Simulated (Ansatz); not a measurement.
C2H7BGeO (`BC(=C)[O][GeH3]`), charge 0, multiplicity 1.

**Question.** Give a relaxed structure at PBE0-D4/def2-TZVP (Ansatz). (Best estimate.)

**Answer.** Computed: 
Z-matrix (Å, degrees):
```
Ge
O 1 1.793
H 1 1.536 2 109.6
H 1 1.531 2 102.0 3 118.8
H 1 1.536 2 109.6 3 -122.4
C 2 1.360 1 123.6 3 61.0
C 6 1.347 2 117.9 1 -180.0
B 6 1.537 2 124.0 1 0.1
H 7 1.081 6 119.5 2 180.0
H 7 1.086 6 121.8 2 -0.0
H 8 1.198 6 121.9 2 0.1
H 8 1.193 6 118.8 2 -179.9
```
Point group Cs.
This is one stationary point; other conformers may exist.
